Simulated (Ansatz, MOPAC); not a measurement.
Species: C₃H₉BN (charge 0, doublet). SMILES: [CH2]NB(C)C

Atoms: C1, N2, B3, C4, C5, H6, H7, H8, H9, H10, H11, H12, H13, H14. Bonds: C1-N2, C1-H6, C1-H7, N2-B3, N2-H8, B3-C4, B3-C5, C4-H9, C4-H10, C4-H11, C5-H12, C5-H13, C5-H14.

Bond lengths (Å) and angles (degrees) optimised at PM7 with MOPAC; HF/STO-3G with Ansatz (a program for electronic structure); PBE/6-31G* with Ansatz, each started from the B3LYP-D3(BJ)/def2-TZVP structure (Ansatz) of the last column. A row stands for all coordinates that are equal there; 11 of 27 kinds are shown. 6-31G* holds six Cartesian d functions. No wavenumbers were computed at HF/STO-3G, PBE/6-31G*, so these may be saddle points.

```json
[
 {"coordinate": "C1-N2", "PM7": "1.363", "HF/STO-3G": "1.428", "PBE/6-31G*": "1.376", "B3LYP-D3(BJ)/def2-TZVP": "1.373"},
 {"coordinate": "C1-H6", "PM7": "1.073", "HF/STO-3G": "1.080", "PBE/6-31G*": "1.089", "B3LYP-D3(BJ)/def2-TZVP": "1.077"},
 {"coordinate": "C1-H7", "PM7": "1.074", "HF/STO-3G": "1.079", "PBE/6-31G*": "1.088", "B3LYP-D3(BJ)/def2-TZVP": "1.076"},
 {"coordinate": "N2-B3", "PM7": "1.405", "HF/STO-3G": "1.395", "PBE/6-31G*": "1.439", "B3LYP-D3(BJ)/def2-TZVP": "1.424"},
 {"coordinate": "N2-H8", "PM7": "1.015", "HF/STO-3G": "1.022", "PBE/6-31G*": "1.023", "B3LYP-D3(BJ)/def2-TZVP": "1.010"},
 {"coordinate": "B3-C4", "PM7": "1.609", "HF/STO-3G": "1.586", "PBE/6-31G*": "1.587", "B3LYP-D3(BJ)/def2-TZVP": "1.576"},
 {"coordinate": "B3-C5", "PM7": "1.608", "HF/STO-3G": "1.588", "PBE/6-31G*": "1.589", "B3LYP-D3(BJ)/def2-TZVP": "1.578"},
 {"coordinate": "C4-H9", "PM7": "1.094", "HF/STO-3G": "1.085", "PBE/6-31G*": "1.108", "B3LYP-D3(BJ)/def2-TZVP": "1.096"},
 {"coordinate": "C1-N2-B3", "PM7": "124.7", "HF/STO-3G": "128.1", "PBE/6-31G*": "129.5", "B3LYP-D3(BJ)/def2-TZVP": "128.8"},
 {"coordinate": "N2-B3-C4", "PM7": "120.1", "HF/STO-3G": "118.8", "PBE/6-31G*": "118.0", "B3LYP-D3(BJ)/def2-TZVP": "118.5"},
 {"coordinate": "N2-B3-C5", "PM7": "123.9", "HF/STO-3G": "120.5", "PBE/6-31G*": "118.8", "B3LYP-D3(BJ)/def2-TZVP": "119.2"}
]
```

Mean signed difference of all 13 bond lengths from B3LYP-D3(BJ)/def2-TZVP: PM7 0.002 Å, HF/STO-3G 0.000 Å, PBE/6-31G* 0.011 Å.
